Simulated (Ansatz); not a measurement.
Consider the hydrogenolysis of the Al–C bond: `C[CH2][Al]([NH2])[NH2]` + H₂ → `[NH2][AlH][NH2]` + ethane.

Computed with Ansatz on PBE0-D4/def2-TZVP structures; ΔE is electronic, products minus reactants. CCSD(T)/CBS adds triple-zeta CCSD(T) − MP2 to the extrapolated MP2 energy (def2 sets, frozen cores). This one scheme is used for every species. DFT in def2-TZVPP. Each species was taken in one conformer, which may not be the lowest.

```
             level  ΔE (kcal/mol)  difference from CCSD(T)/CBS
       LDA (SPW92)           -8.1                          0.2
           PBE0-D4           -8.7                         -0.4
          BHLYP-D4          -10.4                         -2.1
               PBE           -9.4                         -1.1
            r2SCAN           -8.6                         -0.3
              PBE0          -10.3                         -2.0
           r2SCAN0           -9.5                         -1.2
             BHLYP          -12.7                         -4.4
         CAM-B3LYP          -11.6                         -3.3
RPA@PBE/def2-TZVPP           -9.3                         -1.0
     CCSD/def2-SVP          -12.5                         -4.2
     HF/def2-TZVPP          -15.9                         -7.6
CCSD(T)/def2-TZVPP           -8.9                         -0.6
    MP2/def2-QZVPP           -7.4                          0.9
SCS-MP2/def2-QZVPP           -9.1                         -0.8
      HF/CBS(def2)          -15.8                         -7.5
       CCSD(T)/CBS           -8.3                            0
```

Largest T1 diagnostic among the species: 0.010.

The D4 term adds +2.6 kcal/mol with B3LYP and +1.5 kcal/mol with PBE0; it sums over pairs of atoms, weighted by their polarisabilities, and B3LYP, whose exchange is more repulsive, gets the larger term. In def2-TZVPP, CCSD(T) changes the Hartree–Fock value by +6.9 kcal/mol (the triples alone add +1.2 kcal/mol) and MP2 by +8.1 kcal/mol.

B3LYP here is the variant with VWN-RPA as its local correlation; programs differ in this.
